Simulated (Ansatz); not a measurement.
The same path of ClGaH2 + H4Si (9 atoms, charge 0, multiplicity 1) was run 3 times with different band settings. Lost on the way: Ga1–H2, Si5–H9. Made: Ga1–Si5, H2–H9.

Computed with RKS PBE0-D4/def2-SVP in Ansatz 0.2.0.

Relaxed end points:

```xyz
9
Properties=species:S:1:pos:R:3
Ga 0.003 0.361 0.168
H 0.063 1.186 1.491
H 1.109 0.098 -0.902
Cl -2.014 -0.194 -0.465
Si -0.314 -2.767 1.085
H -0.457 -3.111 -0.353
H 0.614 -3.717 1.768
H -1.616 -2.676 1.795
H 0.367 -1.413 1.191
```

```xyz
9
Properties=species:S:1:pos:R:3
Ga -0.112 -0.673 -0.249
H 0.435 0.611 1.803
H 1.150 0.140 -0.697
Cl -1.988 0.274 -0.799
Si -0.350 -2.845 0.750
H -0.807 -3.820 -0.288
H 0.942 -3.330 1.326
H -1.372 -2.795 1.840
H -0.146 0.204 2.092
```

Common settings: spring 5.0 eV/Å²; optimiser quadratic models (default); force threshold 0.05 eV/Å; iteration limit 60; end points relaxed.

| run | movable images | climbing image | start path |
| --- | --- | --- | --- |
| 1 | 5 | yes | through a guess of the saddle point |
| 2 | 8 | no | through a guess of the saddle point |
| 3 | 5 | yes | straight line |

Problem. What does each run give, and how far can it be trusted?

Solution. Run 1: converged after 11 iterations, highest image 1.519 eV above the first end. Neighbouring images differ by up to 1.2 eV, so the band resolves the path poorly. A vibrational analysis at the climbing image gives one clearly imaginary mode, 1276i cm⁻¹: a first-order saddle point.
Run 2: converged after 10 iterations, highest image 1.472 eV above the first end. No image climbed, so the highest image needn't sit at the top of the path.
Run 3: converged after 10 iterations, highest image 1.520 eV above the first end. Another band between the same ends (5 images) ends at a top of the same energy, where a vibrational analysis finds 1 clearly imaginary mode.
The orbitals stay closed-shell, which can raise the energy where a bond breaks towards radicals; this wasn't checked here.
